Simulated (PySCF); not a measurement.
C2H6SeSi2, SMILES C#C[SiH2][SiH2][SeH], GFN2-xTB optimised geometry. Atoms within 1.6 Å of the plane z = 0.6 Å (x, y, z in Å): Si3 (1.31, -0.66, 0.00), Si4 (-1.02, -0.66, 0.00), Se5 (-1.91, 1.47, 0.00), H7 (1.91, 0.52, 0.64), H8 (1.82, -1.88, 0.63), H10 (-1.63, -1.19, 1.22).

Level of theory: PBE0/def2-TZVP run with PySCF.

Map of the deformation density (molecule minus spherical neutral atoms) (e/bohr³) on the plane z = 0.6 Å:

```
|.........................|
|.........................|
|.........................|
|.........................|
|.........................|
|.....:::::...............|
|....::-=-::..............|
|....:--=-::..............|
|....::::-::..............|
|........::...............|
|.......:::......-++......|
|.......::......:=@%-.....|
|.........  .....=#*-.....|
|.........  .::. .-:......|
|......:--:.:--.  ........|
|......:+*-.:::. .-:......|
|......:==:..:..:=#+:.....|
|.......::......:+@#:.....|
|...............:-*=......|
|.........................|
|.........................|
|.........................|
|.........................|
|.........................|
|.........................|
```
Scale: ten equal steps from -0.015 (start of ' ') to 0.075 (end of '@'), in the order ' .:-=+*#%@'; x runs from -4.00 to 4.00, y from -4.00 (bottom) to 4.00 (top).
